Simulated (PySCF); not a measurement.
Computed properties of C3H7BN2, SMILES C(=C=C)B(N)N

C3H7BN2, SMILES C=C=CB(N)N. Coordinates come from a PBE0-D3(BJ)/def2-SVP optimisation. This is a generated structure with no PubChem entry under its InChIKey; it may be hypothetical. The values are those of a single conformer. All values are computed for the isolated molecule unless a solvent is named; none is compared with measurement here.

**Structure.** The optimised structure has Cs symmetry. All 33 harmonic modes at PBE0-D3(BJ)/def2-SVP (PySCF) are real, so it is a minimum. With heavy atoms numbered as in [CH2:1]=[C:2]=[CH:3][B:4]([NH2:5])[NH2:6], the shortest bond between them is C1–C2 at 1.310 Å and the longest C3–B4 at 1.581 Å.

**Vibrations.** The strongest infrared lines (harmonic, unscaled, degenerate partners summed) lie at 353 cm⁻¹ (319 km/mol, H 89 %), 1609 cm⁻¹ (295 km/mol, H 57 %, N 24 %, B 19 %), 2070 cm⁻¹ (179 km/mol, C 98 %). The softest mode is at 50 cm⁻¹ and the zero-point energy is 65.7 kcal/mol.

**Electronic structure.** M06-2X/def2-TZVP (PySCF) places the frontier levels at -8.30 and 0.85 eV, a gap of 9.15 eV, and gives a dipole moment of 1.27 D and a mean polarisability of 67.2 bohr³. PBE/def2-TZVP (PySCF) at the same geometry gives -5.48 and -0.95 eV, so its gap is 4.62 eV narrower. An orbital gap is neither the optical nor the fundamental gap.

**Excitations.** TDA-PBE0/def2-SVPD (PySCF) has S1 at 5.48 eV (226 nm, f = 0.000, dark); the most intense of the 10 singlets computed lies at 6.88 eV (f = 0.30). T1 (TDA) is at 4.24 eV, 1.24 eV under S1. TDA-PBE/def2-SVPD (PySCF) puts S1 at 4.94 eV. No vertical singlet excitation falls in the visible range (under 3.1 eV).

**NMR.** GIAO shifts at PBE0/pcSseg-1 (PySCF) (non-relativistic, atoms alike by connectivity averaged): ¹³C from 74.9 to 229.9 ppm against TMS; ¹H from 2.3 to 5.2 ppm against TMS; ¹¹B at 12.4 ppm against BF3.
